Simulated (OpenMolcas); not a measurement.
# O II: effect of the active space

```yaml
Program: OpenMolcas 26.06
Method: SS-CASPT2, IPEA 0.25 Eh, imaginary shift 0.1 Eh
Basis: ANO-R1
Scalar_Hamiltonian: X2C, finite nucleus
Spin-orbit_coupling: state interaction with AMFI integrals over the reference wave functions, term energies averaged over their components
```

A. 3 electrons in 3 orbitals (2p); 2S+1 = 4 odd, 1 root; 2S+1 = 2 odd, 8 roots; closed shells correlated: 1s 2s; CASPT2 step about 0.6 core-seconds
B. 5 electrons in 4 orbitals (2s 2p); 2S+1 = 4 odd, 1 root; 2S+1 = 2 odd, 8 roots; 2S+1 = 4 even, 3 roots; 2S+1 = 2 even, 9 roots; closed shells correlated: 1s; CASPT2 step roughly 1.2 core-seconds

Energies in cm-1 above 2s2 2p3 4S* 3/2, the measured ground level; measured values from NIST Handbook of Basic Atomic Spectroscopic Data.

```tsv
Level	A	B	Measured
2s2 2p3 4S* 3/2	0.0	0.0	0.0
2s2 2p3 2D* 3/2	28840	28790	26831
2s2 2p3 2D* 5/2	28840	28790	26811
2s2 2p3 2P* 1/2	45160	42330	40470
2s2 2p3 2P* 3/2	45170	42330	40468
```

Deviations, from unrounded energies. A percentage is the sum of absolute deviations over the sum of measured energies, with the sign that they share, or ± where signs differ.

```csv
Against measurement,Levels,A,B
mean absolute deviation (cm-1),4,3400,1900
other terms of the ground configuration (%),4,+10.0,+5.7
```

B lies closest to measurement on these levels. The largest miss of B in the table is 2s2 2p3 2D* 5/2, by +2000 cm-1. The ranking rests on the paired levels alone, and a cruder setting can come out closer through cancelling errors.

Between A and B the level of the table that moves most is 2s2 2p3 2P* 3/2, by 2800 cm-1 (lowest in B, highest in A). Moves below CASPT2's spread within the term are not significant.

CASPT2 does not keep the components of a term degenerate, so their means are used; among the terms shown or strongly mixed into the levels shown the widest spread is 83 cm-1 (2s2 2p3 2D*, B). With the s shell closed, the reference lacks s² → p² mixing (holds for A). Measured partners are found by configuration, term and J. A level has none where our copy of the source lacks it or the pairing is in doubt (some pairs that miss far off the trend of their configuration count as doubtful), and it then counts in no deviation. Only configurations of the active space appear. Levels that lie high or do not pair safely by name in every column are left out.

* marks odd parity.
